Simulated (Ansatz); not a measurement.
Input file for CH4BrFSn (`F[CH2][SnH2][Br]`):

```yaml
crystal:
  periodic: [false, false, false]
  atoms:
    - {symbol: F, position_ang: [-1.524020, 1.390487, 0.080664]}
    - {symbol: C, position_ang: [-0.197288, 1.141251, -0.206655]}
    - {symbol: Sn, position_ang: [0.317177, -0.887155, 0.349702]}
    - {symbol: Br, position_ang: [-0.287387, -2.314644, -1.592916]}
    - {symbol: H, position_ang: [0.421312, 1.854561, 0.345231]}
    - {symbol: H, position_ang: [-0.035509, 1.275722, -1.278591]}
    - {symbol: H, position_ang: [1.997192, -1.079309, 0.574420]}
    - {symbol: H, position_ang: [-0.599276, -1.438014, 1.672345]}
basis:
  gaussian: {orbitals: def2-TZVPP}
correlation: {method: ccsd_t}
output: {orbitals: {seedname: orbitals}}
```

```sh
$ ansatz run in.yaml --threads 4 --pin off --events-out ev --progress --plain
```

The program prints (abridged):

```
Functional definition: HF
1493 factors; integrals over basis functions are off by at most 1.1e-3 eV
mean field evaluation 1: about -79604.4409 eV, gradient 2.5e1 eV
mean field evaluation 2: about -79604.6113 eV, gradient 2.6e1 eV
mean field evaluation 4: about -79606.3634 eV, gradient 3.1e0 eV
mean field evaluation 8: about -79606.3950 eV, gradient 2.3e-1 eV
mean field -79606.39520478 eV, -2925.4810646231 hartree, gradient 3.0e-6 eV, S^2 0.000000; 0 other end points of the search recorded, 0 dependent functions left out
15 core orbitals not correlated: weight in the atoms' cores, before any rotation towards them, 1.000 or more for the frozen orbitals, at most 0.000 for the correlated occupied ones
reference -79606.39520478 eV, -2925.4810646231 hartree; 23, 23 occupied and 178, 178 virtual orbitals, 1493 factors
second order -27.82764552 eV of doubles, -0.00000000 eV of singles
cycle   1  -27.63470343 eV  change    1.9e-1 eV  update   1.1e-1
cycle   2  -28.27695430 eV  change   -6.4e-1 eV  update   3.1e-2
cycle   3  -28.38605389 eV  change   -1.1e-1 eV  update   1.6e-2
cycle   4  -28.37004995 eV  change    1.6e-2 eV  update   3.9e-3
cycle   5  -28.36670675 eV  change    3.3e-3 eV  update   1.7e-3
cycle   6  -28.36755395 eV  change   -8.5e-4 eV  update   5.0e-4
cycle   7  -28.36744861 eV  change    1.1e-4 eV  update   2.0e-4
cycle   8  -28.36733297 eV  change    1.2e-4 eV  update   6.4e-5
cycle   9  -28.36735413 eV  change   -2.1e-5 eV  update   2.5e-5
perturbative correction -0.90436042 eV, -0.0332346323 hartree
Total energy: -79635.66691933 eV, -2926.5567802917 hartree
```

It took 3.5 min on 4 threads of a server CPU on a shared host, with 3.7 GiB of host memory at the peak.

Correlation energy per correlated electron: -0.636 eV. T1 diagnostic: 0.0107.
